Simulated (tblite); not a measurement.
Compound: C5H12N2Si.
Geometry (GFN2-xTB, Å), atoms numbered from 1 in this order:
```
atom  x, y, z in Å
C1    -2.3790    1.0087    0.6690
C2    -2.0177   -0.3575    0.0998
C3    -0.6689   -0.3501   -0.6398
C4    -0.5719   -1.5229   -1.4751
N5    -0.4855   -2.4674   -2.1143
C6     0.5391   -0.3371    0.3205
N7     1.7733   -0.2083   -0.4062
Si8    3.1631    0.6058    0.1945
H9    -1.6302    1.3505    1.3791
H10   -3.3353    0.9529    1.1838
H11   -2.4620    1.7465   -0.1263
H12   -1.9742   -1.0952    0.9046
H13   -2.8000   -0.6727   -0.5955
H14   -0.6051    0.5300   -1.2910
H15    0.4547    0.5183    0.9926
H16    0.5126   -1.2526    0.9318
H17    1.9112   -0.9802   -1.0426
H18    2.6900    1.9347    0.5889
H19    3.8017   -0.0198    1.3631
H20    4.0789    0.6270   -0.9399
```

Calculated harmonic vibrations of the isolated species, GFN2-xTB (tblite), most abundant isotopes, no scaling. The method is semi-empirical: single wavenumbers can be off by several per cent or more. Modes of hydrogen on silicon can be 10 to 20 % off. One conformer, not necessarily the lowest.

Harmonic wavenumbers (cm⁻¹): 44.8, 52.3, 74.6, 106.8, 136.3, 188.8, 204.2, 234.7, 299.3, 322.7, 405.5, 516.3, 543.5, 559.6, 572.8, 609.4, 745.6, 802.3, 804.4, 826.4, 842.5, 882.1, 943.1, 1000.4, 1042.6, 1087.9, 1110.2, 1122.7, 1171.5, 1172.9, 1225.1, 1267.4, 1282.9, 1324.5, 1347.7, 1384.3, 1418.4, 1479.0, 1487.8, 1500.6, 1503.6, 2180.5, 2245.5, 2301.4, 2405.7, 2849.4, 2923.2, 2969.2, 2984.6, 2985.7, 3034.2, 3039.4, 3045.6, 3437.7.

A = 2176, B = 919.9, C = 675.4 MHz; mass 128.077 u (most abundant isotopes); point group C1, symmetry number 1.

Task: What is the zero-point energy?

Result: Half the sum of the wavenumbers: 35025 cm⁻¹ = 100.14 kcal/mol.

Task: Entropy at 298.15 K, 1 bar (ideal gas, RRHO, classical rotation)?

Result: Translation 40.48, rotation 29.85, vibration 34.42: S = 104.8 cal/(mol K).

Task: And Cp and H(298.15 K) − H(0)?

Result: Cp = 41.05 cal/(mol K), of which vibrations give 33.10 (their classical limit is 54 R = 107.3); H(298.15 K) − H(0) = 7.57 kcal/mol without the zero-point energy, 5.20 from vibrations.

Task: What must be added to the electronic energy to get the Gibbs energy at 298.15 K and 1 bar?

Result: ZPE + [H(298.15 K) − H(0)] − T·S = 100.14 + 7.57 − 31.23 = 76.48 kcal/mol.

Task: Blend soft modes into free rotors: weight 1/[1 + (100 cm⁻¹/ν̃)⁴] for the oscillator and the rest for a rotor with moment μB/(μ + B), μ = h/(8π²ν), B = 10⁻⁴⁴ kg m². What vibrational entropy results?

Result: 30.99 cal/(mol K) in place of 34.42, which changes −T·S at 298.15 K by +1.02 kcal/mol.

Task: How do the functions run with temperature in this model?

Result: 
| T (K) | S (cal/(mol K)) | Cp (cal/(mol K)) | H − H(0) (kcal/mol) | G − H(0) (kcal/mol) | ln q(vib) |
| --- | --- | --- | --- | --- | --- |
| 50 | 60.6 | 14.9 | 0.54 | -2.49 | 0.77 |
| 100 | 72.9 | 21.0 | 1.45 | -5.84 | 2.38 |
| 373.15 | 114.8 | 48.6 | 10.94 | -31.89 | 10.72 |
| 500 | 130.6 | 59.8 | 17.84 | -47.47 | 14.32 |
| 750 | 158.2 | 75.9 | 34.95 | -83.67 | 21.05 |
| 1000 | 181.5 | 86.5 | 55.33 | -126.21 | 27.27 |

q(vib) and H(0) count from the zero-point level.

Hindered rotation and anharmonicity are outside this model. Other conformers, if any are populated, would add a mixing term that is left out. The structure is chiral; the term R ln 2 for an equal mix with its mirror image is left out.

Hardware: Arm Neoverse N1, one thread (shared host). Cost: 1.3 s. This covers the Hessian and the dipole derivatives.
